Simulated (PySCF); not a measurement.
CH3Se, SMILES C[Se], multiplicity 2.

The structure is a stationary point at ωB97X-D3(BJ)/def2-TZVP. The isomer is the one that the SMILES or the coordinates give; other isomers of the formula were not compared.

Method: PySCF with B3LYP/def2-TZVPD.

The molecule is in vacuum.

```json
{
 "total_energy": "-2441.48582 hartree",
 "point_group": "Cs",
 "α spin, highest occupied and lowest empty level": "-6.43 and -0.31 eV",
 "β spin, highest occupied and lowest empty level": "-6.13 and -4.24 eV",
 "dipole_moment": "1.53 D",
 "quadrupole, principal values (traceless, Buckingham form, about the centre of nuclear charge)": "-3.48, 1.20, 2.28 D·Å",
 "mean_static_polarisability": "42.6 bohr³ (6.31 Å³)",
 "polarisability_principal_values": "35.6, 40.7, 51.4 bohr³",
 "⟨S²⟩": "0.753 (pure state 0.75)"
}
```
